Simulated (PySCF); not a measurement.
O$_{3}$Re, charge +1, singlet, geometry from GFN2-xTB (such geometries of metal compounds can be far from the true shape) (the multiplicity is a formal guess) (core potentials on Re); PySCF with SCAN/def2-SVP.

PySCF was given this input:
```python
from pyscf import gto, scf, dft

mol = gto.Mole()
mol.atom = '''
    Re    0.094108   -0.078918   -0.121251
    O    -1.309138   -0.854278    0.307620
    O    -0.428148    1.448316   -0.507280
    O     0.855022    0.145817    1.336389
'''
mol.basis = 'def2-svp'
mol.ecp = {'Re': 'def2-svp'}
mol.charge = 1
mol.spin = 0
mol.verbose = 3
mol.build()

mf = dft.RKS(mol)
mf.xc = 'scan'
mf.grids.level = 0
mf.kernel()
mf.analyze()
```

It wrote (shortened):

```
converged SCF energy = -303.436313744649
**** MO energy ****
MO #1   energy= -19.2667001434587  occ= 2
MO #2   energy= -19.2666559615855  occ= 2
MO #3   energy= -19.2666430427988  occ= 2
MO #4   energy= -3.59225143911763  occ= 2
MO #5   energy= -2.16340137484152  occ= 2
MO #6   energy= -2.16313069428845  occ= 2
MO #7   energy= -2.15915396926689  occ= 2
MO #8   energy= -1.19343678447544  occ= 2
MO #9   energy= -1.18374458064658  occ= 2
MO #10  energy= -1.18372146865087  occ= 2
MO #11  energy= -0.717391490509631 occ= 2
MO #12  energy= -0.716886239422825 occ= 2
MO #13  energy= -0.700411259315256 occ= 2
MO #14  energy= -0.693725767952216 occ= 2
MO #15  energy= -0.693390269161443 occ= 2
MO #16  energy= -0.615377953351128 occ= 2
MO #17  energy= -0.576449984190381 occ= 2
MO #18  energy= -0.576202577004836 occ= 2
MO #19  energy= -0.559991464038132 occ= 2
MO #20  energy= -0.467411910547778 occ= 0
MO #21  energy= -0.397697312148272 occ= 0
MO #22  energy= -0.397282839479075 occ= 0
MO #23  energy= -0.28897807954385  occ= 0
MO #24  energy= -0.2883024610127   occ= 0
MO #25  energy= -0.276679636686941 occ= 0
MO #26  energy= -0.106739278779632 occ= 0
MO #27  energy= -0.098183901470118 occ= 0

WARN: System has nonzero charge 1; the dipole moment is origin-dependent.
Location of origin: [0. 0. 0.]

Dipole moment(X, Y, Z, Debye):  2.61039, -2.18681, -3.36413
```
